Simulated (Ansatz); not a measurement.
Relaxation of H3InS2 (6 atoms, charge 0, multiplicity 1), to a largest force component of 0.015 eV/Å in at most 40 steps.

The calculation used RKS PBE/def2-SVP in Ansatz.

```xyz
6
Properties=species:S:1:pos:R:3
S -1.827 -0.452 0.168
In 0.426 0.141 -0.489
S 1.913 0.451 1.381
H -2.257 -0.578 -1.079
H 0.844 0.306 -2.166
H 0.901 0.131 2.184
```

Where does it end, and by what steps?

It converged. After 5 steps the energy has fallen by 0.050 eV; H6 moved furthest, 0.11 Å.

```
step  energy less start (eV)  largest force component (eV/Å)  accepted
   0                  0.0000                           1.106       yes
   1                 -0.0091                           0.409       yes
   2                 -0.0464                           0.151       yes
   3                 -0.0497                           0.029       yes
   4                 -0.0499                           0.024       yes
   5                 -0.0501                           0.004       yes
```

```xyz
6
Properties=species:S:1:pos:R:3
S -1.859 -0.492 0.168
In 0.391 0.123 -0.512
S 1.917 0.448 1.344
H -2.302 -0.561 -1.119
H 0.891 0.320 -2.155
H 0.963 0.162 2.275
```

Run time: 11 s on 1 CPU thread of a shared host.
